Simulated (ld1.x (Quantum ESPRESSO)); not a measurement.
strontium (Sr): one change to a TM potential, before and after

ld1.x (Quantum ESPRESSO) 7.5 input, shortened:

```
&input
   title='Sr', zed=38., rel=1, dft='PZ', iswitch=3,
   config='[Kr] 4d0 5s2 5p0'
 /
 &inputp
   pseudotype=2, tm=.true., lloc=-1, rcloc=2.75,
   nlcc=.true.
 /
3
5S  1  0   2.00   0.00  3.45  3.45  0.0
5P  2  1   0.00   0.00  4.20  4.20  0.0
4D  3  2   0.00   0.00  3.55  3.55  0.0
 &test
   configts(1)='4d0 5s2 5p0'
 /
```

All-electron outer shells of the reference configuration (LDA (PZ), scalar-relativistic, ld1.x):

```tsv
shell	level (eV)	outermost node (bohr)	outermost maximum (bohr)
4s	-40.91	0.59	1.19
4p	-22.85	0.61	1.32
5s	-3.64	1.65	3.62
4d	-1.41	0.65	2.14
5p	-1.32	1.96	4.83
```

Change: core correction none.

Cutoffs: the cutoffs (Ry, on a coarse ladder) from which the occupation-weighted sum of valence levels, in a spherical-Bessel basis at the reference potential, stays within 10 and 1 mRy of its value at 400 Ry; they do not see the model core or the augmentation charge, which bear on the density cutoff. Errors are all-electron minus pseudo energies relative to the spin-unpolarised reference configuration.

Q: What does the change do?

A: Both files are so soft that the ladder of cutoffs tells neither apart; both files keep a bound ghost (s); the number of tests that count goes from 8 to 9; of the 8 tests that both files solve, the error grows in 8 and shrinks in 0 by more than 15 % and 0.3 meV (median size 5.5 → 70.1 meV). Exchange and correlation are not linear in the density, so unscreening with the valence charge alone errs where core and valence overlap; a model core restores that term. The default core radius of the base comes out at 2.68 bohr.

```tsv
quantity	base	changed
cutoff, loose	6 Ry	6 Ry
cutoff, tight	8 Ry	8 Ry
bound ghosts	s	s
tests counted (converged, no solver errors)	8 of 9	9 of 9
error for 4d0 5s1.5 5p0, meV [ΔE 2.41 eV]	-3.1	+3.8
error for 4d0 5s1 5p1, meV [ΔE 2.39 eV]	-6.8	+15
error for 4d1 5s1 5p0, meV [ΔE 2.34 eV]	-12	+163
error for 4d0 5s0 5p1, meV [ΔE 9.11 eV]	+3.6	+153
error for 4d0 5s0 5p2, meV [ΔE 4.93 eV]	-17	+85
error for 4d0.5 5s1.5 5p0, meV [ΔE 1.15 eV]	-4.3	+55
error for 4d0 5s1 5p0 (spin-polarised), meV [ΔE 5.89 eV]	-11	+112
error for 4d0 5s1.5 5p0 (spin-polarised), meV [ΔE 2.38 eV]	-2.6	+14
s: phases at 4.57 bohr within 0.05 rad from the reference energy up to (Ry; the scan ends near 5)	1.3	1.3
p: phases at 4.57 bohr within 0.05 rad from the reference energy up to (Ry; the scan ends near 5)	0.2	0.2
d: phases at 4.57 bohr within 0.05 rad from the reference energy up to (Ry; the scan ends near 5)	0.6	0.6
```

Base: The cutoffs count occupied waves only; the empty 4d level needs 10 Ry at the loose tolerance. Tests not counted: 4d0 5s1 5p0 (solver errors, printed error +223 meV). Changed file: The cutoffs count occupied waves only; the empty 4d level needs 10 Ry at the loose tolerance. A true bound ghost makes a file unfit for plane-wave use even where its test errors are small: the radial tests pick states by their node count and pass the ghost by.
